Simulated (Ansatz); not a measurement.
Sn2N2H6⁻, that is cyclo-(H2SnNH)2 with one electron more. Total charge -1; doublet. Geometry B3LYP-D4/def2-SVP, that of the neutral singlet.

```
atom   x (Å)   y (Å)   z (Å)
 Sn1   1.380   0.691  -0.118
  H2   1.916   1.949  -1.166
  H3   2.660   0.183   0.935
  N4  -0.458   1.056   0.754
 Sn5  -1.407  -0.641   0.054
  H6  -1.705  -1.903   1.205
  H7  -2.823  -0.316  -0.873
  N8   0.316  -0.800  -1.079
  H9  -0.596   1.464   1.675
 H10   0.718  -1.682  -1.387
```

In the def2 sets Sn takes a core potential; there is no spin–orbit coupling. At PBE-D4/def2-TZVPD, r2SCAN-D4/def2-TZVPD, PBE0-D4/def2-TZVPD the highest occupied level of the charge -1 doublet lies above zero (up to 1.78 eV). Energy differences disagree on whether the electron is bound (positive means bound): 0.07 eV (vertical, against the charge 0 singlet, at PBE-D4/def2-TZVPD), but -0.09 eV at PBE0-D4/def2-TZVPD.

(1) Estimate the α-spin orbital energies around the gap (eV) in Ansatz with PBE-D4/def2-TZVPD, r2SCAN-D4/def2-TZVPD, PBE0-D4/def2-TZVPD.

## Answers

(1) 
```tsv
orbital	PBE-D4/def2-TZVPD	r2SCAN-D4/def2-TZVPD	PBE0-D4/def2-TZVPD
HOMO−5	-3.64	-3.93	-4.86
HOMO−4	-3.22	-3.45	-4.41
HOMO−3	-2.91	-3.09	-4.02
HOMO−2	-1.36	-1.60	-2.63
HOMO−1	-0.96	-1.20	-2.28
HOMO	1.78	1.69	1.41
LUMO	2.60	2.88	3.05
LUMO+1	2.62	3.14	3.18
LUMO+2	2.75	3.14	3.34
LUMO+3	3.12	3.20	3.57
LUMO+4	3.36	3.72	3.87
LUMO+5	3.72	4.04	4.46
β HOMO	-0.91	-1.15	-2.23
β LUMO	2.30	2.73	2.97
```
